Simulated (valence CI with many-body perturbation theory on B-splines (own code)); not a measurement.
E1 transitions of Pt LXXIV

Calculated by valence CI with perturbative core correlation (CI+MBPT): three valence electrons over a frozen Dirac-Fock core [He], a basis of 11 s, 11 p, 9 d, 7 f, 5 g, 2 h, 1 i functions for each j, with the one-electron correlation potential Σ1 (screened to all orders), the two-electron term Σ2, the three-electron term Σ3, Breit, model QED; selected single and double excitations, second order for the rest (own B-spline code, finite nucleus).

The last digits are not significant, and no measured levels were compared; by estimate large intervals hold to a few tenths of a per cent, small ones and those within an open d or f shell to about a per cent.

Lines 51 to 100 of 290 in falling wavelength, among levels below 15341 eV, chosen from the strongest by gf and those to the six lowest levels. Wavelengths and rates use the calculated energies. Electric multipoles are in the length gauge, E1 and E2 with the static RPA response of the core. Weak lines are less certain than strong ones. Lines between different terms over intervals too small for the method are left out, as are lines whose strength nearly cancels. The highest levels of a list are the least certain.

Levels are named by their leading jj configuration (3d3/2^4 stands for four electrons in 3d with j = 3/2), which in mixed levels can hold well under half, so a name can repeat and another be missing. Letters in brackets count levels of one name in rising energy.

```csv
λ vac (Å),Upper,Lower,A (s⁻¹),S (a.u.) with core polarisation,S without
19.30,(2s 2p3/2 3p3/2) J=1/2 [a],(2s 2p3/2 3s) J=3/2 [a],2.08e+12,1.48e-02,1.48e-02
19.25,(2p1/2^2 3p3/2) J=3/2,(2p1/2^2 3s) J=1/2,2.21e+12,3.12e-02,3.12e-02
19.19,(2s 2p1/2 3p3/2) J=3/2 [a],(2s 2p1/2 3s) J=1/2 [a],2.26e+12,3.15e-02,3.15e-02
19.17,(2s 2p3/2 3p3/2) J=3/2 [b],(2s 2p3/2 3s) J=3/2 [b],1.09e+12,1.52e-02,1.52e-02
19.14,(2s^2 3p3/2) J=3/2,(2s^2 3s) J=1/2,2.46e+12,3.40e-02,3.40e-02
19.08,(2p1/2 2p3/2 3p3/2) J=5/2 [b],(2p1/2 2p3/2 3s) J=3/2 [b],1.06e+12,2.17e-02,2.17e-02
18.99,(2p1/2 2p3/2 3p3/2) J=3/2 [b],(2p1/2 2p3/2 3s) J=1/2,7.37e+11,9.97e-03,9.97e-03
18.97,(2s 2p1/2 3p3/2) J=5/2,(2s 2p1/2 3s) J=3/2,2.07e+12,4.17e-02,4.18e-02
18.94,(2s 2p3/2 3p3/2) J=3/2 [b],(2s 2p3/2 3s) J=1/2,1.44e+12,1.93e-02,1.93e-02
18.94,(2s 2p1/2 3p3/2) J=3/2 [b],(2s 2p1/2 3s) J=3/2,1.17e+12,1.56e-02,1.56e-02
18.81,(2p1/2 2p3/2 3p3/2) J=5/2 [b],(2p1/2 2p3/2 3s) J=5/2,1.11e+12,2.19e-02,2.19e-02
18.81,(2s 2p3/2 3p3/2) J=1/2 [b],(2s 2p3/2 3s) J=1/2,2.06e+12,1.36e-02,1.36e-02
18.68,(2p1/2 2p3/2 3p3/2) J=3/2 [b],(2p1/2 2p3/2 3s) J=3/2 [a],7.80e+11,1.00e-02,1.00e-02
18.59,(2s 2p3/2 3p3/2) J=5/2 [a],(2s 2p3/2 3s) J=5/2,1.45e+12,2.76e-02,2.76e-02
18.43,(2p1/2 2p3/2 3p3/2) J=1/2 [b],(2p1/2 2p3/2 3s) J=3/2 [b],2.18e+12,1.35e-02,1.35e-02
7.917,(2s^2 2p3/2) J=3/2,(2s 2p1/2^2) J=1/2,7.04e+10,6.90e-05,6.91e-05
5.977,(2s 2p1/2 2p3/2) J=3/2 [a],(2s^2 2p1/2) J=1/2,1.81e+11,7.61e-05,7.62e-05
5.926,(2s 2p3/2^2) J=5/2,(2s^2 2p3/2) J=3/2,4.55e+12,2.81e-03,2.81e-03
5.849,(2p1/2 2p3/2^2) J=3/2,(2s 2p1/2 2p3/2) J=1/2,1.17e+13,4.63e-03,4.63e-03
5.796,(2p1/2 2p3/2 3d5/2) J=3/2 [a],(2s 2p1/2 3d5/2) J=3/2,7.32e+12,2.81e-03,2.82e-03
5.793,(2p1/2 2p3/2^2) J=5/2,(2s 2p1/2 2p3/2) J=3/2 [b],1.43e+13,8.25e-03,8.26e-03
5.791,(2p1/2 2p3/2 3d5/2) J=5/2 [a],(2s 2p1/2 3d5/2) J=5/2 [b],5.49e+12,3.16e-03,3.16e-03
5.775,(2p1/2 2p3/2 3d3/2) J=5/2 [a],(2s 2p1/2 3d3/2) J=5/2,7.52e+12,4.29e-03,4.29e-03
5.767,(2p1/2 2p3/2 3s) J=3/2 [b],(2s 2p1/2 3s) J=1/2 [b],1.12e+13,4.24e-03,4.24e-03
5.767,(2p1/2 2p3/2 3d5/2) J=9/2,(2s 2p1/2 3d5/2) J=7/2,1.25e+13,1.18e-02,1.18e-02
5.766,(2p3/2^3) J=3/2,(2s 2p3/2^2) J=3/2,2.99e+13,1.13e-02,1.13e-02
5.761,(2p1/2 2p3/2 3p3/2) J=7/2,(2s 2p1/2 3p3/2) J=5/2,1.41e+13,1.06e-02,1.06e-02
5.746,(2s 2p3/2 3d5/2) J=7/2 [b],(2s^2 3d5/2) J=5/2,1.62e+13,1.22e-02,1.22e-02
5.743,(2p1/2 2p3/2 3d5/2) J=5/2 [b],(2s 2p1/2 3d5/2) J=3/2,5.91e+12,3.31e-03,3.32e-03
5.736,(2s 2p3/2 3p3/2) J=5/2 [b],(2s^2 3p3/2) J=3/2,1.89e+13,1.06e-02,1.06e-02
5.735,(2p1/2 2p3/2 3d3/2) J=5/2 [b],(2s 2p1/2 3d3/2) J=3/2 [b],1.24e+13,6.91e-03,6.92e-03
5.732,(2p1/2 2p3/2 3d5/2) J=7/2 [a],(2s 2p1/2 3d5/2) J=5/2 [a],1.07e+13,7.97e-03,7.98e-03
5.731,(2p1/2 2p3/2 3d3/2) J=7/2,(2s 2p1/2 3d3/2) J=5/2,1.25e+13,9.31e-03,9.33e-03
5.728,(2p1/2 2p3/2 3p1/2) J=5/2,(2s 2p1/2 3p1/2) J=3/2,1.41e+13,7.84e-03,7.85e-03
5.728,(2p1/2 2p3/2 3p3/2) J=5/2 [a],(2s 2p1/2 3p3/2) J=3/2 [a],1.01e+13,5.60e-03,5.61e-03
5.724,(2p1/2 2p3/2 3p1/2) J=3/2 [b],(2s 2p1/2 3p1/2) J=1/2 [b],1.42e+13,5.25e-03,5.26e-03
5.723,(2s 2p3/2 3d3/2) J=3/2 [b],(2s^2 3d3/2) J=3/2,1.86e+13,6.89e-03,6.89e-03
5.722,(2p1/2 2p3/2 3d5/2) J=7/2 [b],(2s 2p1/2 3d5/2) J=5/2 [b],6.62e+12,4.90e-03,4.91e-03
5.706,(2s 2p3/2 3d3/2) J=5/2 [b],(2s^2 3d3/2) J=3/2,1.76e+13,9.67e-03,9.68e-03
5.702,(2s 2p3/2 3p1/2) J=1/2,(2s^2 3p1/2) J=1/2,2.03e+13,3.71e-03,3.72e-03
5.701,(2p1/2 2p3/2 3s) J=5/2,(2s 2p1/2 3s) J=3/2,1.39e+13,7.63e-03,7.64e-03
5.700,(2s 2p3/2 3s) J=1/2,(2s^2 3s) J=1/2,2.02e+13,3.69e-03,3.70e-03
5.698,(2s 2p3/2 3p1/2) J=3/2 [b],(2s^2 3p1/2) J=1/2,1.95e+13,7.13e-03,7.13e-03
5.698,(2p1/2 2p3/2 3d5/2) J=3/2 [b],(2s 2p1/2 3d5/2) J=5/2 [b],1.03e+13,3.76e-03,3.76e-03
5.690,(2p1/2 2p3/2 3p3/2) J=5/2 [b],(2s 2p1/2 3p3/2) J=3/2 [b],6.53e+12,3.56e-03,3.56e-03
5.690,(2p1/2 2p3/2 3d5/2) J=7/2 [b],(2s 2p1/2 3d5/2) J=7/2,7.24e+12,5.26e-03,5.27e-03
5.689,(2p1/2 2p3/2 3d3/2) J=3/2 [a],(2s 2p1/2 3d3/2) J=3/2 [a],1.15e+13,4.18e-03,4.18e-03
5.688,(2p1/2 2p3/2 3d3/2) J=5/2 [a],(2s 2p1/2 3d3/2) J=3/2 [a],6.52e+12,3.55e-03,3.56e-03
5.688,(2p1/2 2p3/2 3p3/2) J=5/2 [b],(2s 2p1/2 3p3/2) J=5/2,7.12e+12,3.88e-03,3.89e-03
5.687,(2s 2p3/2 3d5/2) J=5/2 [b],(2s^2 3d5/2) J=5/2,1.63e+13,8.89e-03,8.90e-03
```
